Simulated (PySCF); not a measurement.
**Predicted spectroscopic data**

PySCF 2.14 calculation with GIAO PBE0/pcSseg-1 shieldings, geometry from GFN2-xTB and couplings computed with B3LYP/pcJ-1 (spin–dipole term left out of most H,H and C,H couplings); one computed conformer, no solvent model, equivalent nuclei averaged, relativity neglected.

Referencing at the same level of theory: TMS for 1H (σ = 31.72 ppm), 13C (σ = 186.93 ppm). Multiplet labels drop J under 1 Hz and among equivalent protons, and merge close values. Unscaled 3J(H,H) run several per cent high. Splittings of carbon signals by F and P are missing where no couplings were computed. Where no couplings were computed, multiplicities follow the n + 1 count of equivalent neighbours, and m marks all less simple cases (inequivalent or close neighbours, rings, F or P nearby). Vicinal couplings that depend on rotamer populations or ring flexing (ring, CH–CH, X–H and H–F types) are those of the one conformer. One-bond C–F couplings are unscaled and too large by tens of Hz. Shifts are as computed. Against solution values, carbons near 30 ppm lie about +3 ppm off and those near 130 ppm about +5 ppm. Of 1211 compounds with measured shifts, 218 miss one by over three times the rms of a fit or turn the order of signals round; such compounds aren't used in these exercises. OH and NH positions are gas-phase values without hydrogen bonding to other molecules.

Compound 1 (C$_{3}$H$_{7}$F$_{2}$N). 1H NMR (600 MHz, computed): δ 5.87 (t, J = 64.0 Hz, 1H), 2.94 (dqd, J = 18.1, 7.5, 5.2 Hz, 1H), 1.18 (dt, J = 7.5, 1.4 Hz, 3H), 0.99 (br s, 2H). 13C{1H} NMR (computed): δ 123.5 (dd, J = 297.7, 296.3 Hz), 54.9 (dd, J = 20.5, 19.4 Hz), 18.3 (dd, J = 4.6, 1.6 Hz). Structure: `C[C@H](N)C(F)F`.

Compound 2 (C$_{6}$H$_{10}$NP). 1H NMR (600 MHz, computed): δ 7.20 (m, 1H), 5.93 (m, 1H), 5.90 (m, 1H), 2.68 (m, 3H), 2.58 (m, 3H), -0.09 (br s, 1H). 13C{1H} NMR (computed): δ 158.5 (C), 130.9 (C), 130.3 (CH), 130.1 (CH2), 33.8 (CH3), 15.0 (CH3). Structure: `C=CC1=C(C)P1NC`.

Compound 3 (C$_{6}$H$_{10}$O$_{4}$Si). 1H NMR (600 MHz, computed): δ 5.72 (m, 1H), 4.90 (s, 3H), 2.52 (m, 2H), 2.45 (m, 2H), 1.94 (m, 1H), 1.76 (m, 1H). 13C{1H} NMR (computed): δ 167.5, 166.1, 68.9, 30.9, 13.0. Structure: SMILES O=C(O[SiH3])C(=O)OC1CCC1.
